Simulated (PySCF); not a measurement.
Job for PySCF: U-B3LYP/6-31G* on CH6AlN (SMILES C[NH][AlH2]), a point of a bond scan (R = 2.761 Å).

```python
from pyscf import gto, scf, dft, mp
from pyscf.data.elements import chemcore

mol = gto.M(
    atom='''
    Al   -0.09554821    0.21230625    1.21055513
    H    -2.16795699    1.12394499    2.79059116
    H     1.33950148   -0.17605091    1.73948491
    N    -0.40101281    0.05181869   -0.52668088
    C     0.50358135   -0.39974265   -1.57473334
    H    -1.31058521    0.29300099   -0.89512944
    H     0.67412933    0.37093819   -2.33410790
    H     0.13147088   -1.29475018   -2.08481235
    H     1.47299368   -0.65063692   -1.14091851
    ''',
    basis='6-31g*',
    cart=True,
    charge=0, spin=0, verbose=3, max_memory=1800)
mf = dft.UKS(mol, xc='b3lyp')
mf.conv_tol = 1e-8
mf.max_cycle = 100
mf.init_guess_breaksym = True
mf.kernel()
if not mf.converged:
    mf = mf.newton().run(mf.mo_coeff, mf.mo_occ)
for _ in range(4):
    mo, _, stable, _ = mf.stability(return_status=True)
    if stable:
        break
    mf.kernel(mf.make_rdm1(mo, mf.mo_occ))
```

Task: What total energy does the run end on?

Result: -338.8144 hartree.
